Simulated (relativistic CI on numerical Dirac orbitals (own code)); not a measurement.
d8 in a ligand field

Computed with a parametric ligand-field model of a d^n configuration (Racah B and C, spin-orbit zeta, crystal field), exact diagonalisation.

Field parameters in Wybourne normalisation: D3d B²₀ = −7Dσ, B⁴₀ = −14Dq − 21Dτ, B⁴₃ = −14√(10/7) Dq; D4h B²₀ = −7Ds, B⁴₀ = 21(Dq − Dt), B⁴₄ = 21√(5/14) Dq; Oh B⁴₀ = 21Dq, B⁴₄ = √(5/14) B⁴₀; Td as Oh with Dq negative (B⁴₀ = 21Dq, B⁴₄ = √(5/14) B⁴₀). The field is a parameter set, without covalency.

Question: Ground term and bands for B = 930, C = 4770, ζ = 0 cm⁻¹, D4h, 10Dq = 8350, Ds = 1160, Dt = 500 cm⁻¹?

Answer: Ground term 3B1 with 2.00 electrons in the two orbitals of the cubic e set. Spin-allowed: 3E 3206 cm⁻¹ (3120 nm), 3A2 7676 cm⁻¹ (1303 nm), 3B2 8350 cm⁻¹ (1198 nm), 3E 10221 cm⁻¹ (978 nm). Lowest spin-forbidden: 1A1 12819 cm⁻¹ (780 nm), 1B1 16196 cm⁻¹ (617 nm), 1E 18855 cm⁻¹ (530 nm).

Question: Ground term and bands for B = 960, C = 4160, ζ = 0 cm⁻¹, D3d, 10Dq = 12850, Dσ = -1200, Dτ = -220 cm⁻¹?

Answer: Ground term 3A2 with 2.01 electrons in the two orbitals of the cubic e set. Spin-allowed: 3E 10733 cm⁻¹ (932 nm), 3A1 13802 cm⁻¹ (725 nm), 3E 19222 cm⁻¹ (520 nm), 3A2 20092 cm⁻¹ (498 nm). Lowest spin-forbidden: 1E 15521 cm⁻¹ (644 nm), 1E 25503 cm⁻¹ (392 nm), 1A1 25597 cm⁻¹ (391 nm).

Question: Ground term and bands for B = 640, C = 2860, ζ = 0 cm⁻¹, D4h, 10Dq = 34900, Ds = -1500, Dt = 200 cm⁻¹?

Answer: Ground term 3B1 with 2.00 electrons in the two orbitals of the cubic e set. Spin-allowed: 3E 32318 cm⁻¹ (309 nm), 3B2 34900 cm⁻¹ (287 nm), 3E 38718 cm⁻¹ (258 nm), 3A2 46801 cm⁻¹ (214 nm). Lowest spin-forbidden: 1A1 8669 cm⁻¹ (1154 nm), 1B1 10764 cm⁻¹ (929 nm), 1A1 22353 cm⁻¹ (447 nm).

Question: Ground term and bands for B = 800, C = 4100, ζ = 0 cm⁻¹, Td, 10Dq = -1450 cm⁻¹?

Answer: Ground term 3T1 with 3.83 electrons in the two orbitals of the cubic e set. Spin-allowed: 3T2 1186 cm⁻¹, 3A2 2636 cm⁻¹, 3T1 12922 cm⁻¹ (774 nm). Lowest spin-forbidden: 1T2 12671 cm⁻¹ (789 nm), 1E 13223 cm⁻¹ (756 nm), 1T2 18251 cm⁻¹ (548 nm).

Question: Ground term and bands for B = 840, C = 3100, ζ = 0 cm⁻¹, Oh, 10Dq = 4100 cm⁻¹?

Answer: Ground term 3A2 with 2.00 electrons in the two orbitals of the cubic e set. Spin-allowed: 3T2 4100 cm⁻¹ (2439 nm), 3T1 7121 cm⁻¹ (1404 nm), 3T1 17779 cm⁻¹ (562 nm). Lowest spin-forbidden: 1E 12064 cm⁻¹ (829 nm), 1T2 15673 cm⁻¹ (638 nm), 1A1 18943 cm⁻¹ (528 nm). With an A2 ground term the first spin-allowed band lies at |10Dq| itself.
